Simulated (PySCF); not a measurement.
**Working out the ionisation energy of Ne²⁺**

Ne²⁺ [He] 2s2 2p4 (3P) → Ne³⁺ [He] 2s2 2p3 (4S). Computed with PySCF 2.14 in def2-QZVPPD, with the non-relativistic Hamiltonian (point nucleus). Frozen: nothing. Energies in hartree (1 hartree = 27.21139 eV):

| part | Ne²⁺ (lower) | Ne³⁺ (upper) |
| --- | --- | --- |
| UHF | -126.380950 | -124.108191 |
| MP2 opposite-spin | -0.140336 | -0.097659 |
| MP2 same-spin | -0.039680 | -0.033322 |

Task: What does Hartree-Fock give?

Result: (-124.108191) − (-126.380950) = 2.272759 hartree = 61.845 eV.

Task: What do MP2 and SCS-MP2 (6/5 opposite-spin, 1/3 same-spin) give?

Result: The opposite-spin parts differ by 1.161 eV and the same-spin parts by 0.173 eV. MP2: 61.845 + (1.161) + (0.173) = 63.179 eV. SCS-MP2: 61.845 + 1.2 × (1.161) + (0.173)/3 = 63.296 eV.

A first-order spin-orbit estimate adds 0.038 eV to MP2 (valence and next inner shell), giving 63.217 eV against 63.423 eV (measured; NIST Atomic Spectra Database, ionization energies).

What remains against the reference includes basis incompleteness and correlation beyond second order.
